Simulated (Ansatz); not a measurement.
C$_{6}$H$_{14}$, triplet, at the geometry of the source list (a higher spin typed on purpose: for a closed-shell molecule this is an excited state); Ansatz (an electronic-structure program) with B3LYP/STO-3G.

Here is a job for Ansatz.
Ansatz 0.2 input:
```yaml
crystal:
  periodic: [false, false, false]
  atoms:
    - {symbol: C, position_ang: [2.83340000, 0.85030000, -0.34240000]}
    - {symbol: C, position_ang: [1.82880000, 0.00110000, 0.42560000]}
    - {symbol: C, position_ang: [0.44440000, 0.03160000, -0.21760000]}
    - {symbol: C, position_ang: [-0.56010000, -0.81700000, 0.55810000]}
    - {symbol: C, position_ang: [-1.93330000, -0.90240000, -0.10840000]}
    - {symbol: C, position_ang: [-2.66640000, 0.43210000, -0.15860000]}
    - {symbol: H, position_ang: [2.93620000, 0.49080000, -1.36410000]}
    - {symbol: H, position_ang: [2.50950000, 1.88830000, -0.37790000]}
    - {symbol: H, position_ang: [3.81090000, 0.81330000, 0.13320000]}
    - {symbol: H, position_ang: [2.18440000, -1.03130000, 0.46810000]}
    - {symbol: H, position_ang: [1.75560000, 0.36640000, 1.45290000]}
    - {symbol: H, position_ang: [0.09860000, 1.06580000, -0.26140000]}
    - {symbol: H, position_ang: [0.51550000, -0.34040000, -1.24290000]}
    - {symbol: H, position_ang: [-0.67420000, -0.40920000, 1.56570000]}
    - {symbol: H, position_ang: [-0.15880000, -1.82930000, 0.65710000]}
    - {symbol: H, position_ang: [-1.81730000, -1.29070000, -1.12340000]}
    - {symbol: H, position_ang: [-2.54310000, -1.61770000, 0.44960000]}
    - {symbol: H, position_ang: [-2.74670000, 0.86090000, 0.83800000]}
    - {symbol: H, position_ang: [-3.67090000, 0.29620000, -0.55390000]}
    - {symbol: H, position_ang: [-2.14660000, 1.14120000, -0.79750000]}
basis:
  gaussian:
    orbitals: STO-3G
    final_grid: {core_spheres: 14, valence_spheres: 28, degree: 59}
hamiltonian:
  xc: b3lyp
magnetization: {spin_polarized: true, initial_magnetization: 2}
```

It wrote (shortened):

```
Functional definition: B3LYP
626 factors; integrals over basis functions are off by at most 3.8e-5 eV
mean field evaluation 1: about -6359.8244 eV, gradient 4.3e0 eV
mean field evaluation 2: about -6359.9423 eV, gradient 3.9e0 eV
mean field evaluation 4: about -6360.0490 eV, gradient 1.1e0 eV
mean field evaluation 8: about -6360.0331 eV, gradient 6.4e-2 eV
mean field evaluation 16: about -6360.0336 eV, gradient 5.3e-3 eV
mean field evaluation 32: about -6360.0336 eV, gradient 1.4e-5 eV
mean field -6360.03358678 eV, -233.7269233284 hartree, gradient 8.1e-6 eV, S^2 2.001358; 6 other end points of the search recorded, 0 dependent functions left out
reference -6360.03384075 eV, -233.7269326617 hartree; 26, 24 occupied and 18, 20 virtual orbitals, 626 factors
Total energy: -6360.03384075 eV, -233.7269326617 hartree
```
